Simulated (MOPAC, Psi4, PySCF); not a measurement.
Internal rotation in C4H5FGeS, SMILES c1c(F)s[c](c1)[GeH3]. Scanned: dihedral S7–C5–Ge6–H10; all other coordinates were relaxed at GFN2-xTB. Heavy atoms are numbered in the order of the SMILES Fc1cc[c]([GeH3])s1, hydrogens after them in the order of the atoms that carry them; the mirror image has the same energies with the sign of each dihedral reversed.

- RKS-B3LYP/6-31G* = PySCF 2.14.0 with restricted B3LYP/6-31G*, spherical d, density fitting // GFN2-xTB
- PM7, restricted, heats of formation // GFN2-xTB (MOPAC)
- PBE/def2-SVP // GFN2-xTB (Psi4)

Energies in kJ/mol, each method relative to its own lowest point.

```csv
φ / °,RKS-B3LYP/6-31G*,PM7,PBE/def2-SVP
0,1.82,0.78,1.28
10,1.70,0.73,1.20
20,1.39,0.58,0.99
30,0.94,0.38,0.68
40,0.48,0.18,(withheld)
50,0.14,0.05,(withheld)
60,0.00,0.00,0.00
70,0.11,0.04,0.05
80,0.45,0.18,0.31
90,(withheld),0.35,0.64
100,1.39,(withheld),0.98
110,1.70,(withheld),1.20
```

What belongs in the gaps?


- 40, PBE/def2-SVP: 0.34
- 50, PBE/def2-SVP: 0.10
- 90, RKS-B3LYP/6-31G*: 0.91
- 100, PM7: 0.57
- 110, PM7: 0.71
